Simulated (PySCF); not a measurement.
Simulation results for BFO

All values are calculated (PySCF 2.14.0). Calculation on a computer-drawn molecule: vertical ionisation energy to the stated ion spin, frozen-core CCSD(T) at the basis limit and cheaper methods, single-reference cases, UHF for radicals, no spin-orbit; all values are single points at the evaluated structure, the first of each entry, which is the reference or a displaced copy of it and isn't optimised; the reference structure only sets the zero of the energies above reference; triples share is (T) over the correlation energy.

### BFO

Evaluated structure:
```xyz
3
BFO
O     -0.3015    -0.3523    -2.0438
B      0.4472    -0.0885    -2.9878
F      1.2091     0.1400    -3.8303
```

Reference structure:
```xyz
3
BFO
O     -0.2598    -0.4274    -2.0353
B      0.4432    -0.1228    -2.9431
F      1.2014     0.2057    -3.9221
```

| Item | Value |
| --- | --- |
| charge | 0 |
| multiplicity | 1 |
| ion multiplicity | 2 |
| diffuse functions | no |
| basis | cc-pVnZ |
| reference is | the Hartree-Fock double-zeta minimum |
| best is | HF at quadruple zeta + MP2 correlation extrapolated from triple and quadruple zeta + CCSD(T) minus MP2 at triple zeta |
| basis step is | the size of the change from the same recipe one zeta lower |
| ionisation energy best | 13.03 eV |
| ionisation energy basis step | 0.07557 eV |
| energy above reference best | 12.38 kcal/mol |
| energy above reference basis step | 0.8538 kcal/mol |
| ionisation energy Koopmans at triple zeta | 13.6 eV |
| ionisation energy EOM CCSD at triple zeta | 12.79 eV |
| total energy HF triple zeta | -199.1375 hartree |
| total energy CCSD(T) triple zeta | -199.7219 hartree |
| total energy best | -199.8225 hartree |
| T1 diagnostic at triple zeta | 0.01549 |
| D1 diagnostic at triple zeta | 0.03967 |
| ion T1 diagnostic at triple zeta | 0.01617 |
| ion D1 diagnostic at triple zeta | 0.05476 |
| ion spin squared at triple zeta | 0.7557 |
| triples share at triple zeta | 0.03552 |
| basis functions triple zeta | 90 |
| dipole magnitude HF at triple zeta | 3.164 debye |
| dipole magnitude CCSD unrelaxed at triple zeta | 2.742 debye |
| dipole magnitude PBE at triple zeta | 2.682 debye |
| dipole magnitude r2SCAN at triple zeta | 2.793 debye |
| dipole magnitude B3LYP at triple zeta | 2.796 debye |
| dipole magnitude wB97X at triple zeta | 2.887 debye |

Drawn bonds:
```
atom  other atom  order
   1           2      2
   2           3      1
```

Triple zeta:
```
 method  ionisation energy (eV)  energy above reference (kcal/mol)
     HF                   11.02                              11.77
    PBE                   12.86                              13.46
 r2SCAN                   12.73                              12.52
  B3LYP                   12.85                              13.05
  wB97X                   12.73                              13.23
    MP2                    13.1                              13.01
   CCSD                   12.68                              12.97
CCSD(T)                   12.81                              13.05
```
